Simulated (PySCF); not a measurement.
## Sn: excitation energy

Sn [Kr] 4d10 5s2 5p2 (3P) → Sn [Kr] 4d10 5s1 5p3 (5S), as a difference of total energies. All numbers are calculated (PySCF 2.14, scalar relativity by spin-free X2C-1e, in aug-cc-pwCVTZ-DK3 with one added diffuse shell each of s, p, d, f type (11s10p8d5f1g, 125 functions)). Correlated levels: valence: [Kr] 4d10 frozen; valence and next inner shell: [Ar] 3d10 frozen. The calculations carry no spin-orbit coupling.

```
                                method  excitation energy (eV)  error (eV)
                                   UHF                   2.969      -1.638
                                   LDA                   5.356      +0.749
                                   PBE                   5.121      +0.514
                                  PBE0                   4.726      +0.119
                                r2SCAN                   4.480      -0.127
                                 TPSSh                   4.801      +0.194
                                  PW91                   5.125      +0.518
                                revPBE                   4.988      +0.381
                         MP2 (valence)                   3.755      -0.852
                     SCS-MP2 (valence)                   4.106      -0.501
    MP2 (valence and next inner shell)                   4.625      +0.018
SCS-MP2 (valence and next inner shell)                   4.834      +0.227
```

Reference: 4.607 eV (measured; NIST levels, between the centres of gravity of the two terms).

Errors of the correlated levels include the incompleteness of this basis and the frozen core.
